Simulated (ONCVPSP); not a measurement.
# iodine: one change to an ONCV potential, before and after

* Element: iodine
* Generator: ONCVPSP 4.0.1
* Type: optimised norm-conserving Vanderbilt (ONCV)
* Functional: PBE
* Relativity: scalar-relativistic
* Frozen core: [Kr] 4d10
* Valence charge: 7
* Reference configuration: 5s1 5p6
* Partial waves: 5s: rc 1.80 bohr, ncon 4, nbas 9, qcut 3.9 1/bohr, 2 projectors, debl 3.1 Ha; 5p: rc 1.80 bohr, ncon 3, nbas 6, qcut 5.1 1/bohr, 2 projectors, debl 3.9 Ha; d scattering state at 0.05 Ha: rc 1.80 bohr, ncon 4, nbas 7, qcut 6.1 1/bohr, 2 projectors, debl 3.4 Ha
* Local potential: polynomial inside 1.30 bohr (lpopt 5, dvloc0 0 Ha)
* Core correction: Teter function, fcfact 2, rcfact 1.1

Change: core correction Teter function, fcfact 4.2, rcfact 1.1.

Cutoffs: the cutoffs (Ha) at which the residual kinetic energy of the hardest occupied pseudo-wave falls to 1 and 0.1 mHa per electron; they do not see the model core or the augmentation charge, which bear on the density cutoff. Errors are all-electron minus pseudo energies relative to the spin-unpolarised reference configuration.

Q: How do hardness, ghosts and transferability respond?

A: The potential gets neither clearly harder nor softer (11 Ha and 59 Ha → 11 Ha and 59 Ha); both files keep a bound ghost (d, s); of the 4 tests that both files solve, the error grows in 1 and shrinks in 2 by more than 15 % and 0.3 meV (median size 19.3 → 15.0 meV). A model core, the more so a compact one, raises the density cutoff, which this test does not measure.

| quantity | base | changed |
| --- | --- | --- |
| cutoff, loose | 11 Ha | 11 Ha |
| cutoff, tight | 59 Ha | 59 Ha |
| bound ghosts | s, d | s, d |
| GHOST(+) flags under 300 eV | p at 108.7 eV | p at 108.7 eV |
| error for 5s2 5p5, meV [ΔE -10.41 eV] | -2.7 | -4.5 |
| error for 5s2 5p4, meV [ΔE 0.72 eV] | -9.4 | -8.6 |
| error for 5s2 5p3, meV [ΔE 20.56 eV] | -29 | -21 |
| error for 5s2 5p1, meV [ΔE 89.32 eV] | -118 | -75 |
| s: phases at 1.83 bohr within 0.05 rad from the reference energy up to (Ha; the scan ends near 5) | 4.9 | 4.9 |
| p: phases at 1.83 bohr within 0.05 rad from the reference energy up to (Ha; the scan ends near 5) | n/a | n/a |
| d: phases at 1.83 bohr within 0.05 rad from the reference energy up to (Ha; the scan ends near 5) | to the end of the scan | to the end of the scan |
| rms error of d²Exc/dni dnj with the model core, mHa | 3.48 | 2.64 |

Base: The cutoffs count occupied waves only; projector 2 of the d channel, the hardest unoccupied one, needs 69 Ha at the loose tolerance. Changed file: The cutoffs count occupied waves only; projector 2 of the d channel, the hardest unoccupied one, needs 69 Ha at the loose tolerance. A true bound ghost makes a file unfit for plane-wave use even where its test errors are small: the radial tests pick states by their node count and pass the ghost by.
